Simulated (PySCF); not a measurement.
C5H7FO2.
SMILES with atom numbers: `[CH3:1]/[CH:2]=[C:3](/[O:4][CH3:5])[C:6](=[O:7])[F:8]` (hydrogens: H9, H10, H11 on C1; H12 on C2; H13, H14, H15 on C5)

The same species was optimised twice, with GFN2-xTB and with PBE0-D3(BJ)/def2-SVP (PySCF), and the same property calculations (PySCF, gas phase) were run on both structures.

```json
{"coordinate": "C6–F8 (Å)", "GFN2-xTB": "1.358", "PBE0-D3(BJ)/def2-SVP": "1.332", "change": "-0.026"}
{"coordinate": "C3–O4 (Å)", "GFN2-xTB": "1.363", "PBE0-D3(BJ)/def2-SVP": "1.347", "change": "-0.016"}
{"coordinate": "C3–C6 (Å)", "GFN2-xTB": "1.468", "PBE0-D3(BJ)/def2-SVP": "1.483", "change": "+0.015"}
{"coordinate": "O4–C5 (Å)", "GFN2-xTB": "1.406", "PBE0-D3(BJ)/def2-SVP": "1.398", "change": "-0.008"}
{"coordinate": "C1–C2 (Å)", "GFN2-xTB": "1.488", "PBE0-D3(BJ)/def2-SVP": "1.495", "change": "+0.007"}
{"coordinate": "C2=C3 (Å)", "GFN2-xTB": "1.346", "PBE0-D3(BJ)/def2-SVP": "1.351", "change": "+0.005"}
{"coordinate": "C6=O7 (Å)", "GFN2-xTB": "1.187", "PBE0-D3(BJ)/def2-SVP": "1.188", "change": "+0.001"}
{"coordinate": "C3–C6–O7 (°)", "GFN2-xTB": "129.2", "PBE0-D3(BJ)/def2-SVP": "126.8", "change": "-2.4"}
{"coordinate": "C1–C2–C3 (°)", "GFN2-xTB": "124.8", "PBE0-D3(BJ)/def2-SVP": "126.7", "change": "+1.9"}
{"coordinate": "O7–C6–F8 (°)", "GFN2-xTB": "119.1", "PBE0-D3(BJ)/def2-SVP": "120.9", "change": "+1.8"}
{"coordinate": "C3–C6–F8 (°)", "GFN2-xTB": "111.7", "PBE0-D3(BJ)/def2-SVP": "112.2", "change": "+0.5"}
{"coordinate": "C2–C3–O4 (°)", "GFN2-xTB": "126.6", "PBE0-D3(BJ)/def2-SVP": "126.4", "change": "-0.2"}
{"coordinate": "C2–C3–C6 (°)", "GFN2-xTB": "121.2", "PBE0-D3(BJ)/def2-SVP": "121.3", "change": "+0.1"}
{"coordinate": "C3–O4–C5 (°)", "GFN2-xTB": "118.4", "PBE0-D3(BJ)/def2-SVP": "118.2", "change": "-0.2"}
{"coordinate": "O4–C3–C6 (°)", "GFN2-xTB": "112.2", "PBE0-D3(BJ)/def2-SVP": "112.3", "change": "+0.1"}
{"coordinate": "C2–C3–O4–C5 (°)", "GFN2-xTB": "0", "PBE0-D3(BJ)/def2-SVP": "1", "change": "+1"}
{"coordinate": "C2–C3–C6–O7 (°)", "GFN2-xTB": "0", "PBE0-D3(BJ)/def2-SVP": "-1", "change": "-1"}
```

Rotational constants: A = 2442, B = 1972, C = 1106 MHz (GFN2-xTB) against A = 2411, B = 1985, C = 1104 MHz (PBE0-D3(BJ)/def2-SVP). Atoms that the bonding makes alike are paired by their places after alignment.

On the GFN2-xTB structure: lowest singlet, TDDFT (eV) 4.91 [PBE0/def2-SVPD]; lowest triplet, Tamm–Dancoff (eV) 3.05 [PBE0/def2-SVPD]; isotropic polarisability (au) 70.3 [PBE0/def2-SVPD]; HOMO (eV) -7.21 [PBE0/def2-SVPD]; LUMO (eV) -1.72 [PBE0/def2-SVPD]; dipole (D) 4.38 [PBE0/def2-SVPD]; HOMO (eV) -7.15 [PBE0/pcSseg-1]; LUMO (eV) -1.59 [PBE0/pcSseg-1]; dipole (D) 4.38 [PBE0/pcSseg-1]; GIAO shielding of C1 (ppm) 170.0 [PBE0/pcSseg-1]; GIAO shielding of C2 (ppm) 61.9 [PBE0/pcSseg-1]; GIAO shielding of C3 (ppm) 36.4 [PBE0/pcSseg-1]; GIAO shielding of O4 (ppm) 228.2 [PBE0/pcSseg-1]; GIAO shielding of C5 (ppm) 131.2 [PBE0/pcSseg-1]; GIAO shielding of C6 (ppm) 24.4 [PBE0/pcSseg-1]; GIAO shielding of O7 (ppm) -115.2 [PBE0/pcSseg-1]; GIAO shielding of F8 (ppm) 136.2 [PBE0/pcSseg-1].

What do these properties become on the PBE0-D3(BJ)/def2-SVP structure?

| property | level | on GFN2-xTB | on PBE0-D3(BJ)/def2-SVP | change |
| --- | --- | --- | --- | --- |
| lowest singlet, TDDFT (eV) | PBE0/def2-SVPD | 4.91 | 4.94 | +0.03 |
| lowest triplet, Tamm–Dancoff (eV) | PBE0/def2-SVPD | 3.05 | 3.07 | +0.02 |
| isotropic polarisability (au) | PBE0/def2-SVPD | 70.3 | 70.8 | +0.5 |
| HOMO (eV) | PBE0/def2-SVPD | -7.21 | -7.13 | +0.08 |
| LUMO (eV) | PBE0/def2-SVPD | -1.72 | -1.62 | +0.10 |
| dipole (D) | PBE0/def2-SVPD | 4.38 | 4.15 | -0.23 |
| energy, GFN2-xTB geometry as zero (kcal/mol) | PBE0/def2-SVPD | 0.0 | -0.9 | -0.9 |
| HOMO (eV) | PBE0/pcSseg-1 | -7.15 | -7.07 | +0.08 |
| LUMO (eV) | PBE0/pcSseg-1 | -1.59 | -1.49 | +0.10 |
| dipole (D) | PBE0/pcSseg-1 | 4.38 | 4.15 | -0.23 |
| energy, GFN2-xTB geometry as zero (kcal/mol) | PBE0/pcSseg-1 | 0.0 | -0.5 | -0.5 |
| GIAO shielding of C1 (ppm) | PBE0/pcSseg-1 | 170.0 | 168.4 | -1.6 |
| GIAO shielding of C2 (ppm) | PBE0/pcSseg-1 | 61.9 | 63.1 | +1.2 |
| GIAO shielding of C3 (ppm) | PBE0/pcSseg-1 | 36.4 | 35.5 | -0.9 |
| GIAO shielding of O4 (ppm) | PBE0/pcSseg-1 | 228.2 | 231.6 | +3.4 |
| GIAO shielding of C5 (ppm) | PBE0/pcSseg-1 | 131.2 | 130.7 | -0.5 |
| GIAO shielding of C6 (ppm) | PBE0/pcSseg-1 | 24.4 | 24.4 | 0.0 |
| GIAO shielding of O7 (ppm) | PBE0/pcSseg-1 | -115.2 | -111.1 | +4.1 |
| GIAO shielding of F8 (ppm) | PBE0/pcSseg-1 | 136.2 | 150.8 | +14.6 |

The heavy atoms differ by 0.021 Å rms after alignment. Among bonds between heavy atoms C6–F8 changes most (-0.026 Å). Changes are differences of the printed values. Neither structure is proved a minimum here.

The values belong to the conformer `[CH3:1]/[CH:2]=[C:3](/[O:4][CH3:5])[C:6](=[O:7])[F:8]`: C2–C3–O4–C5 1°, C2–C3–C6–O7 -1°.
